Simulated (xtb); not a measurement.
ethylene (C₂H₄), singlet, at a GFN2-xTB geometry; xtb with GFN2-xTB.

xtb was given this input:
```
$ xtb mol.xyz --gfn 2 --acc 1000 --json

# file mol.xyz
6

C     -0.01328681    -0.00656652     0.65800535
C      0.01328681     0.00656652    -0.65800535
H     -0.02089650     0.90169144     1.23822259
H     -0.02873771    -0.92622134     1.21982272
H      0.02873771     0.92622134    -1.21982272
H      0.02089650    -0.90169144    -1.23822259
```

### Question
Predict the main parts of the log of this xtb run.

### Answer

```
   ID    Z sym.   atoms
    1    6 C      1, 2
    2    1 H      3-6

           -------------------------------------------------
          |                Calculation Setup                |
           -------------------------------------------------

           -------------------------------------------------
          |                 G F N 2 - x T B                 |
           -------------------------------------------------

          ...................................................
          :                      SETUP                      :
          :.................................................:
          :  # basis functions                  12          :
          :  # atomic orbitals                  12          :
          :  # shells                            8          :
          :  # electrons                        12          :
          :  max. iterations                   250          :
          :  Hamiltonian                  GFN2-xTB          :
          :  restarted?                      false          :
          :  GBSA solvation                  false          :
          :  PC potential                    false          :
          :  electronic temp.          300.0000000     K    :
          :  accuracy                 1000.0000000          :
          :  -> integral cutoff          0.2000000E+02      :
          :  -> integral neglect         0.1000000E-04      :
          :  -> SCF convergence          0.1000000E-02 Eh   :
          :  -> wf. convergence          0.1000000E+00 e    :
          :  Broyden damping             0.4000000          :
          :  net charge                          0          :
          :  unpaired electrons                  0          :
          ...................................................

 iter      E             dE          RMSdq      gap      omega  full diag
   1     -6.3829576 -0.638296E+01  0.523E+00    5.73       0.0  T
   2     -6.3981394 -0.151818E-01  0.311E+00    5.71       1.0  T
   3     -6.3986022 -0.462795E-03  0.800E-01    5.68       1.0  T
   4     -6.3987958 -0.193602E-03  0.770E-02    5.68       1.0  T

   *** convergence criteria satisfied after 4 iterations ***

         :::::::::::::::::::::::::::::::::::::::::::::::::::::
         ::                     SUMMARY                     ::
         :::::::::::::::::::::::::::::::::::::::::::::::::::::
         :: total energy              -6.271260465524 Eh    ::
         :: gradient norm              0.000302475600 Eh/a0 ::
         :: HOMO-LUMO gap              5.677666230175 eV    ::
         ::.................................................::
         :: SCC energy                -6.398795733662 Eh    ::
         :: -> isotropic ES            0.001264490079 Eh    ::
         :: -> anisotropic ES          0.001867083049 Eh    ::
         :: -> anisotropic XC          0.007605913643 Eh    ::
         :: -> dispersion             -0.001450130189 Eh    ::
         :: repulsion energy           0.127535268137 Eh    ::
         :: add. restraining           0.000000000000 Eh    ::
         :: total charge               0.000000000000 e     ::
         :::::::::::::::::::::::::::::::::::::::::::::::::::::

           -------------------------------------------------
          |                Property Printout                |
           -------------------------------------------------

    * Orbital Energies and Occupations

         #    Occupation            Energy/Eh            Energy/eV
      -------------------------------------------------------------
         1        2.0000           -0.6091426             -16.5756
         2        2.0000           -0.5492065             -14.9447
         3        2.0000           -0.5059230             -13.7669
         4        2.0000           -0.4712414             -12.8231
         5        2.0000           -0.4310764             -11.7302
         6        2.0000           -0.4156417             -11.3102 (HOMO)
         7                         -0.2069913              -5.6325 (LUMO)
         8                          0.1418842               3.8609
         9                          0.1584428               4.3114
        10                          0.2040072               5.5513
        11                          0.4397541              11.9663
        12                          0.6059809              16.4896
      -------------------------------------------------------------
                  HL-Gap            0.2086504 Eh            5.6777 eV
             Fermi-level           -0.3113165 Eh           -8.4714 eV

     #   Z          covCN         q      C6AA      α(0)
     1   6 C        2.832    -0.076    29.889     8.959
     2   6 C        2.832    -0.076    29.889     8.959
     3   1 H        0.926     0.038     2.475     2.460
     4   1 H        0.926     0.038     2.475     2.460
     5   1 H        0.926     0.038     2.475     2.460
     6   1 H        0.926     0.038     2.475     2.460

 Mol. C6AA /au·bohr⁶  :        296.587630
 Mol. C8AA /au·bohr⁸  :       6506.145976
 Mol. α(0) /au        :         27.758409

Wiberg/Mayer (AO) data.
largest (>0.10) Wiberg bond orders for each atom

 ---------------------------------------------------------------------------
     #   Z sym  total        # sym  WBO       # sym  WBO       # sym  WBO
 ---------------------------------------------------------------------------
     1   6 C    3.993 --     2 C    2.037     4 H    0.977     3 H    0.977
     2   6 C    3.993 --     1 C    2.037     5 H    0.977     6 H    0.977
     3   1 H    0.999 --     1 C    0.977
     4   1 H    0.999 --     1 C    0.977
     5   1 H    0.999 --     2 C    0.977
     6   1 H    0.999 --     2 C    0.977
 ---------------------------------------------------------------------------

Topologies differ in total number of bonds
Writing topology from bond orders to xtbtopo.mol

molecular dipole:
                 x           y           z       tot (Debye)
 q only:        0.000       0.000      -0.000
   full:        0.000       0.000      -0.000       0.000
molecular quadrupole (traceless):
                xx          xy          yy          xz          yz          zz
 q only:       -0.519       0.003       0.161      -0.018      -0.002       0.358
  q+dip:       -2.282       0.015       1.018      -0.071      -0.002       1.264
   full:       -1.222       0.008       0.606      -0.037       0.000       0.616

           -------------------------------------------------
          | TOTAL ENERGY               -6.271260465524 Eh   |
          | GRADIENT NORM               0.000302475600 Eh/α |
          | HOMO-LUMO GAP               5.677666230175 eV   |
           -------------------------------------------------

normal termination of xtb
```
